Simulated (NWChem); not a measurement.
Molecule: AlNH3Br; SMILES [AlH]([Br])[NH2]

```xyz
6

Al    -0.5774     1.0850     0.0000
H     -2.1237     1.3848     0.0000
Br     0.1884    -1.0435     0.0000
N      0.6148     2.3837     0.0000
H      1.6208     2.2556     0.0000
H      0.3864     3.3720     0.0000
```
Atoms are numbered in this order, from 1.

Level: PBE0/def2-SVP (NWChem), optimised geometry, unscaled harmonic frequencies. This build's default masses of Se (78.918 u) and Br (79.917 u) are each other's, which moves their modes by up to 0.6 %.

| frequency (cm⁻¹) | IR intensity (km/mol) |
|---|---|
| 164 | 2.9 |
| 356 | 10.8 |
| 401 | 30.2 |
| 440 | 274.3 |
| 506 | 8.5 |
| 566 | 36.9 |
| 731 | 222.6 |
| 849 | 122.4 |
| 1523 | 53.0 |
| 1992 | 144.6 |
| 3614 | 41.8 |
| 3710 | 40.5 |

The zero-point energy comes out as 21.2 kcal/mol. The thermal correction to the enthalpy at 298.15 K (with zero-point energy) comes out as 24.9 kcal/mol. The heat capacity Cv comes out as 16.0 cal/(mol K), the entropy at 298.15 K and 1 atm (symmetry number 1) is 72.9 cal/(mol K) and the dipole moment is 2.44 D.

Rigid rotor and harmonic oscillator.
